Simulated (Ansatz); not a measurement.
`[CH3][Ti]([OH])([F])[Cl]` + H–F → `[CH3][Ti]([F])([F])[Cl]` + H₂O at 298.15 K and 1 bar (ligand exchange at a Ti–O bond).

Isolated molecules relaxed with PBE0-D4/def2-TZVP in Ansatz; ΔE leaves out vibrations. CBS: MP2 limit from def2 TZ/QZ plus the TZ coupled-cluster correction, frozen cores. This one scheme is used for every species. For Ti outer-core shells are correlated without core-valence functions, which leaves a few kJ/mol of doubt a bond. Scalar relativity is left out up to krypton. Each species was taken in one conformer, which may not be the lowest.

| species | CCSD(T)/CBS energy (Eh) | H − E (kJ/mol) | S (J/(mol·K)) |
| --- | --- | --- | --- |
| `[CH3][Ti]([OH])([F])[Cl]` | -1524.31841 | 159.1 | 381.7 |
| H–F | -100.39570 | 33.5 | 173.6 |
| `[CH3][Ti]([F])([F])[Cl]` | -1548.34863 | 129.8 | 363.0 |
| H₂O | -76.37941 | 66.4 | 188.7 |

H − E and S are ideal-gas, rigid-rotor, harmonic terms from PBE0-D4/def2-TZVP, for one conformer and one mirror image of each species. 1 Eh = 2625.50 kJ/mol, R = 8.31446 J/(mol·K).

Q: By hand: ΔE, ΔH, ΔS and ΔG.

A: ΔE = (-1548.34863) + (-76.37941) − (-1524.31841) − (-100.39570) = -0.01393 Eh = -36.6 kJ/mol. Δ(H − E) = 129.8 + 66.4 − 159.1 − 33.5 = 3.6, so ΔH = -33.0 kJ/mol. ΔS = 363.0 + 188.7 − 381.7 − 173.6 = -3.6 J/(mol·K). ΔG = -33.0 − 298.15 × (-3.6)/1000 = -31.9 kJ/mol.

Q: By hand: the equilibrium constant, and the temperature at which ΔG would vanish if ΔH and ΔS stayed fixed.

A: log₁₀ K = −ΔG/(RT ln 10) = 5.6. ΔG = 0 at ΔH/ΔS = 9167 K, far beyond where these terms or the molecules hold.

The number of gas molecules stays the same, so ΔS is small and ΔH decides. A doubt of 5 kJ/mol in ΔE shifts log₁₀ K by 0.9 here. Other conformers and mirror images would add mixing entropy, several J/(mol·K) or more a flexible species. These are equilibria of isolated gas molecules and say nothing of rates. Largest T1 diagnostic: 0.022 (customary marks: 0.02 for closed shells, 0.045 for open ones).
